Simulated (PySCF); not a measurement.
# Spinor energies of Re+ (rhenium, charge +1)

Start: [Xe] 4f14 5d4 6s2; 5d5/2 filled at m_j = -1/2, +1/2, +3/2, +5/2. Calculated with PySCF 2.14 in x2c-TZVPall-2c: generalised Hartree-Fock with the X2C-1e Hamiltonian and a Gaussian nucleus; spin-orbit coupling (SO) screened by Boettger's factors. This is a chosen level, not necessarily the ground level.

| spinor shell | electrons | ε, screened SO (eV) | weight of nominal j (screened SO) | rms radius, screened SO (bohr) |
| --- | --- | --- | --- | --- |
| 1s1/2 | 2 | -72054.5 | 1.000 | 0.0204 |
| 2s1/2 | 2 | -12641.2 | 1.000 | 0.0824 |
| 2p1/2 | 2 | -12074.4 | 1.000 | 0.0700 |
| 3s1/2 | 2 | -2996.5 | 1.000 | 0.210 |
| 3p1/2 | 2 | -2744.0 | 1.000 | 0.202 |
| 3p3/2 | 4 | -2424.9 | 1.000 | 0.217 |
| 3d3/2 | 4 | -2005.9 | 1.000 | 0.192 |
| 3d5/2 | 6 | -1937.1 | 1.000 | 0.196 |
| 4s1/2 | 2 | -665.55 | 1.000 | 0.468 |
| 4p1/2 | 2 | -558.96 | 1.000 | 0.476 |
| 4p3/2 | 4 | -483.66 | 1.000 | 0.509 |
| 4d3/2 | 4 | -308.28 | 1.000 | 0.531 |
| 4d5/2 | 6 | -293.94 | 1.000 | 0.543 |
| 5s1/2 | 2 | -109.68 | 1.000 | 1.11 |
| 5p1/2 | 2 | -75.007 | 0.962 | 1.23 |
| 4f5/2 | 6 | -70.552 | 0.991 | 0.637 |
| 4f7/2 | 8 | -68.045 | 0.990 | 0.643 |
| 5p3/2 | 4 | -62.635 | 0.973 | 1.32 |
| 5d5/2 | 4 | -20.047 | 0.565 | 1.94 |
| 6s1/2 | 2 | -15.606 | 0.661 | 2.80 |

Problem. Where does 2p3/2 lie, and what is the 2p spin-orbit splitting (screened SO)?

Solution. At -10629.1 eV, 1445.3 eV above 2p1/2.

| quantity | screened SO |
| --- | --- |
| E (hartree) | -16700.32933 |
| M_J | 4 |
| ⟨J²⟩ | 24.687 |
| ⟨L²⟩ | 10.800 |
| ⟨S²⟩ | 5.787 |

The determinant has a definite M_J but mixes levels of different J.

Each row is a mean over spinors that exchange with the open shell spreads, by up to 6.578 eV (5p3/2).

Rows whose weight is well below 1 are mixtures of j = l ± 1/2: exchange outweighs spin-orbit coupling there, and the label is only the starting occupation.

Breit and QED terms are absent; they matter most for the inner s and p1/2 levels.

Densities and radii are taken from the X2C orbitals without a picture-change correction, which distorts them close to the nucleus.
